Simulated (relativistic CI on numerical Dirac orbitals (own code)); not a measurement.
# Forbidden transitions in Ca6+

Calculated at this level of theory: Dirac-Coulomb-Breit CI, separate exchange-only KLI orbitals for each configuration, model QED (radiative potential, 1s self-energy scaled to tabulated hydrogen-like ionisation energies), valence Slater integrals scaled by 0.9, P86 correlation estimate, and configurations built on the next ion tied to the tabulated ionisation energy (semi-empirical) (own radial code, finite nucleus).

Configurations in the expansion (outside the closed core [Ne]): 3s2 3p2, 3s2 3p 3d, 3s2 3p 4s, 3s2 3p 4p, 3s2 3p 4d, 3s2 3p 5s, 3s2 3p 4f, 3s 3p3, 3p4, 3s2 3d2, 3s 3p2 3d, 3p2 3d2, 3p3 3d, 3s 3p 3d2, 3s 3p2 4s, 3s 3p2 4p, 3s2 3p 5p, 3s2 3d 4s, 3s2 3p 5d, 3s 3p2 4d, 3s2 3p 5f, 3s2 3p 5g, 3s 3p2 4f, 3s2 3d 4p. Levels of other configurations are missing.

```
λ vac (nm)                 Lower                 Upper  Type   A (s⁻¹)        gf  Branching (%)
    213.25      3s2 3p2 3P_1 [2]      3s2 3p2 1S_0 [5]    M1  3.31e+01  2.25e-08           88.7
    376.68      3s2 3p2 1D_2 [4]      3s2 3p2 1S_0 [5]    E2  3.97e+00  8.45e-09           10.7
    491.53      3s2 3p2 3P_1 [2]      3s2 3p2 1D_2 [4]    M1  1.24e+00  2.25e-08           32.9
    558.20      3s2 3p2 3P_2 [3]      3s2 3p2 1D_2 [4]    M1  2.53e+00  5.91e-08           66.9
    4115.1      3s2 3p2 3P_1 [2]      3s2 3p2 3P_2 [3]    M1  1.91e-01  2.43e-07          100.0
    5038.5  3s2 3p 3d 3F°_3 [15]  3s2 3p 3d 3F°_4 [16]    M1  1.58e-01  5.41e-07            2.6
    6199.4      3s2 3p2 3P_0 [1]      3s2 3p2 3P_1 [2]    M1  7.50e-02  1.30e-07          100.0
```

Terms are leading LS components. Brackets give the number of a level in order of energy, since labels repeat. The list gives strong lines, with weight on those to low levels, without configurations that were not tied to measured data, among the lowest 300 of 614 levels, so that lines to higher ones, which can be the strongest, are missing. Levels whose partners in the same complex of configurations lie outside the list can be far off, and so can their lines. Rates are taken at the computed energies, electric ones in the length gauge.

Configurations that consist of the next ion and one excited electron were tied to the tabulated ionisation energy; Rydberg ones are usually within 1,000 to 3,000 cm⁻¹ and the lowest ones within about 6,000 (9,000 in d shells), while levels on excited terms of the next ion carry the error of that term, and the other configurations can be misplaced by 10,000 cm⁻¹ or more. Rates follow the energies as ν³ (E1, M1) or ν⁵ (E2), so rates, branching and lifetimes can be off by large factors. 21 of the 21 excited levels that our extract of the measured tables holds in this range could be paired (the sources list more); they are missed by 3468 cm⁻¹ on average and 12047 at most, and levels without a partner can miss by more.

Q: From the table, what is the radiative lifetime of 3s2 3p2 1S_0?

A: The listed rates from this level add up to about 3.70e+01 s⁻¹, 99 % of its decay; with all channels τ = 2.68e-02 s.

LS names give the leading component of a level, which can be under half, so a name can repeat, a term be missing and a line seem to break the LS rules.
